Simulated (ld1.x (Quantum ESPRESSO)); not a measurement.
# Ho: variants of one TM potential

Base potential:

```json
{
  "Element": "Ho (Z = 67)",
  "Generator": "ld1.x (Quantum ESPRESSO) 7.5",
  "Type": "norm-conserving Troullier–Martins (Kleinman–Bylander form)",
  "Functional": "PBE",
  "Relativity": "fully relativistic",
  "Frozen core": "[Xe] 4f10",
  "Valence charge": "3",
  "Reference configuration": "5d1 6s2 6p0",
  "Partial waves": "6p (bound, empty): rc 3.80 bohr; 5d (bound): rc 2.95 bohr; 6s (bound): rc 2.50 bohr",
  "Local potential": "the s channel",
  "Core correction": "none"
}
```

Open shells are filled in proportion to 2j + 1 (rel_dist='average').

Cutoffs, loose and tight: the cutoffs (Ry, on a coarse ladder) from which the occupation-weighted sum of valence levels, in a spherical-Bessel basis at the reference potential, stays within 10 and 1 mRy of its value at 400 Ry. They do not see the model core or the augmentation charge, which bear on the density cutoff. Test errors are all-electron minus pseudo excitation energies from the reference, over the configurations 5d1 6s1 6p0; 5d1 6s0 6p0; 5d1 6s1.5 6p0; 5d0 6s2 6p0; 5d1.5 6s1.5 6p0; 5d1 6s0 6p1; 5d2 6s1 6p0. A dash means not determined; rows that change the core or the reference have their own tests.

A true bound ghost makes a file unfit for plane-wave use even where its test errors are small: the radial tests pick states by their node count and pass the ghost by.

Cutoffs are not given where the Bessel-basis levels miss the radial ones by over 6 mRy, ghosts where they miss by over 20 mRy; a channel whose overlap is not positive is not tested.

| change | outcome | cutoff, loose | cutoff, tight | bound ghosts | largest test error (meV) |
| --- | --- | --- | --- | --- | --- |
| base | generated | 15 Ry | 25 Ry | none | +209 |
| all radii scaled by about 0.91 (s 2.26, p 3.44, d 2.68 bohr) | generated | 18 Ry | 40 Ry | none | +426 |
| all radii scaled by about 1.05 (s 2.62, p 4.00, d 3.10 bohr) | generated | 15 Ry | 21 Ry | none | +188 |
| all radii scaled by about 1.18 (s 2.96, p 4.50, d 3.48 bohr) | generated | 12 Ry | 18 Ry | none | +189 |
| all radii scaled by about 1.23 (s 3.08, p 4.70, d 3.64 bohr) | generated | 12 Ry | 15 Ry | none | +195 |
| all radii scaled by about 1.31 (s 3.28, p 4.98, d 3.86 bohr) | generated | 12 Ry | 15 Ry | none | +197 |
| all radii scaled by about 1.39 (s 3.48, p 5.28, d 4.10 bohr) | generated | 10 Ry | 12 Ry | none | +206 |

Question: What comes out with this change to the base: all radii scaled by about 0.75 (s 1.86, p 2.84, d 2.20 bohr)?

Answer: outcome: generated, misses its reference levels by 0.28 eV; bound ghosts: p1/2, p3/2, s (extra level of the local part); largest test error (meV): +275.

Question: What comes out with this change to the base: all radii scaled by about 1.09 (s 2.74, p 4.16, d 3.22 bohr)?

Answer: outcome: generated; cutoff, loose: 15 Ry; cutoff, tight: 18 Ry; bound ghosts: none; largest test error (meV): +189.

Question: What comes out with this change to the base: all radii scaled by about 0.81 (s 2.04, p 3.08, d 2.40 bohr)?

Answer: outcome: generated; cutoff, loose: 45 Ry; cutoff, tight: 70 Ry; bound ghosts: p1/2, p3/2, s (extra level of the local part); largest test error (meV): +771.

Reading the sweep of the scale of all radii (base = 1) (base included, trends over the rows without a ghost): The loose cutoff falls from 18 Ry at 0.91 to 10 Ry at 1.39. A larger radius leaves more room for a smooth pseudo-wave, so fewer plane waves are needed; a smaller one forces it to follow the all-electron wave where it bends sharply. The median size of the test errors (rows with all tests solved) is not monotonic: lowest 32.1 meV at 1.05, highest 105.8 meV at 0.91. Bound ghosts are found at 0.75, 0.81.
